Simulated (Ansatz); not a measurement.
(BeO)n: binding per atom (eV) at several levels, gas phase, relaxed structures; Ansatz. Clusters are the lowest isomers that short searches found in that spin, judged at the geometry's level. Binding counts from free atoms in the multiplicity of their measured ground term, without zero-point energy. A dash marks a value that wasn't run or was left out as unsound. The structures are stationary points that may keep the symmetry of their start.

```csv
species,state,geometry,HF/STO-3G,PBE-D4/def2-TZVP,r2SCAN-D4/def2-TZVP,PBE0-D4/def2-SVP,r2SCAN0-D4/def2-TZVP
(BeO)2 ring (Be2O2),singlet,PBE-D4/def2-TZVP,–,4.24,4.16,3.85,3.97
(BeO)3 ring (Be3O3),singlet,PBE0-D4/def2-SVP,3.34,4.93,4.87,4.67,4.70
(BeO)4 cube (Be4O4),singlet,B3LYP-D4/def2-SVP,3.43,4.93,4.87,4.70,–
(BeO)4 ring (Be4O4),singlet,PBE-D4/def2-SVP,–,5.14,5.09,4.94,4.92
(BeO)6 prism (Be6O6),singlet,PBE-D4/def2-SVP,3.96,5.29,5.25,5.11,5.08
Be7O7,singlet,PBE0-D4/def2-SVP,3.99,5.28,5.23,5.14,5.08
Be9O9,singlet,r2SCAN-D4/def2-SVP,4.02,5.31,5.26,5.17,–
```

(1) Estimate the column for HF/6-31G.

(1) (BeO)2 ring (Be2O2) 2.25; (BeO)3 ring (Be3O3) 3.09; (BeO)4 cube (Be4O4) 3.05; (BeO)4 ring (Be4O4) 3.39; (BeO)6 prism (Be6O6) 3.49.
